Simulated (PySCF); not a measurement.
A calculated (r2SCAN, PySCF 2.14, x2c-TZVPPall, the spin-free X2C one-electron Hamiltonian (Gaussian nucleus)) atom or ion has these occupied shells.

```json
{"shell": "1s β", "electrons": "1", "orbital energy (eV)": "-71500.2", "rms radius, mean of both spins (bohr)": "0.0204"}
{"shell": "1s α", "electrons": "1", "orbital energy (eV)": "-71500.2", "rms radius, mean of both spins (bohr)": "0.0204"}
{"shell": "2s α", "electrons": "1", "orbital energy (eV)": "-12420.7", "rms radius, mean of both spins (bohr)": "0.0824"}
{"shell": "2s β", "electrons": "1", "orbital energy (eV)": "-12420.4", "rms radius, mean of both spins (bohr)": "0.0824"}
{"shell": "2p α", "electrons": "3", "orbital energy (eV)": "-10875.4", "rms radius, mean of both spins (bohr)": "0.0750"}
{"shell": "2p β", "electrons": "3", "orbital energy (eV)": "-10875.2", "rms radius, mean of both spins (bohr)": "0.0750"}
{"shell": "3s α", "electrons": "1", "orbital energy (eV)": "-2885.4", "rms radius, mean of both spins (bohr)": "0.211"}
{"shell": "3s β", "electrons": "1", "orbital energy (eV)": "-2885.4", "rms radius, mean of both spins (bohr)": "0.211"}
{"shell": "3p α", "electrons": "3", "orbital energy (eV)": "-2425.3", "rms radius, mean of both spins (bohr)": "0.212"}
{"shell": "3p β", "electrons": "3", "orbital energy (eV)": "-2425.3", "rms radius, mean of both spins (bohr)": "0.212"}
{"shell": "3d α", "electrons": "5", "orbital energy (eV)": "-1884.5", "rms radius, mean of both spins (bohr)": "0.194"}
{"shell": "3d β", "electrons": "5", "orbital energy (eV)": "-1884.4", "rms radius, mean of both spins (bohr)": "0.194"}
{"shell": "4s α", "electrons": "1", "orbital energy (eV)": "-606.21", "rms radius, mean of both spins (bohr)": "0.468"}
{"shell": "4s β", "electrons": "1", "orbital energy (eV)": "-606.00", "rms radius, mean of both spins (bohr)": "0.468"}
{"shell": "4p α", "electrons": "3", "orbital energy (eV)": "-453.72", "rms radius, mean of both spins (bohr)": "0.499"}
{"shell": "4p β", "electrons": "3", "orbital energy (eV)": "-453.53", "rms radius, mean of both spins (bohr)": "0.499"}
{"shell": "4d α", "electrons": "5", "orbital energy (eV)": "-256.77", "rms radius, mean of both spins (bohr)": "0.538"}
{"shell": "4d β", "electrons": "5", "orbital energy (eV)": "-256.54", "rms radius, mean of both spins (bohr)": "0.538"}
{"shell": "5s α", "electrons": "1", "orbital energy (eV)": "-85.112", "rms radius, mean of both spins (bohr)": "1.10"}
{"shell": "5s β", "electrons": "1", "orbital energy (eV)": "-83.213", "rms radius, mean of both spins (bohr)": "1.10"}
{"shell": "5p α", "electrons": "3", "orbital energy (eV)": "-47.197", "rms radius, mean of both spins (bohr)": "1.29"}
{"shell": "5p β", "electrons": "3", "orbital energy (eV)": "-44.563", "rms radius, mean of both spins (bohr)": "1.29"}
{"shell": "4f α", "electrons": "7", "orbital energy (eV)": "-40.711", "rms radius, mean of both spins (bohr)": "0.649"}
{"shell": "4f β", "electrons": "7", "orbital energy (eV)": "-40.276", "rms radius, mean of both spins (bohr)": "0.649"}
{"shell": "6s α", "electrons": "1", "orbital energy (eV)": "-6.460", "rms radius, mean of both spins (bohr)": "3.13"}
{"shell": "5d α", "electrons": "5", "orbital energy (eV)": "-5.112", "rms radius, mean of both spins (bohr)": "2.25"}
{"shell": "5d β", "electrons": "1", "orbital energy (eV)": "-2.668", "rms radius, mean of both spins (bohr)": "2.25"}
```

**Question.** Name the element and its charge.

**Answer.** Re (rhenium, neutral), in [Xe] 4f14 5d6 6s1, high-spin 6D determinant (an excited configuration).
